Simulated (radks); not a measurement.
Problem. Method: non-relativistic Kohn-Sham, LDA (Slater exchange, VWN5 correlation), spin-polarised, spherical densities, point nucleus; open shells are filled with parallel spins first; computed with a radial shooting solver on a logarithmic mesh with Libxc functionals. Response by self-consistent Sternheimer equations with the Hartree and adiabatic LDA kernel. Rank B2+, N4+, O5+, Li, Ne7+, C3+, Be+, F6+ (NIST ground configurations) by static dipole polarisability, largest first.

Solution. Li 143.6, Be+ 21.21, B2+ 6.813, C3+ 3.008, N4+ 1.585, O5+ 0.9351, F6+ 0.5972, Ne7+ 0.4043 bohr^3.
